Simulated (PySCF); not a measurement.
MgHCl, SMILES [MgH][Cl]. Heavy atoms are numbered as in [MgH:1][Cl:3]. Hydrogens are named by the atom that carries them.

Geometry: r2SCAN-D4/def2-TZVPD.

Calculation: r2SCAN/def2-TZVPD in PySCF.

Mulliken values depend strongly on the basis, most of all with diffuse functions as here. Atomic charges (e), one atom of each kind:

| atom | Mulliken | IAO |
|---|---|---|
| Mg1 (MgH) | 0.68 | 1.37 |
| H on Mg1 | -0.18 | -0.54 |
| Cl3 | -0.49 | -0.83 |
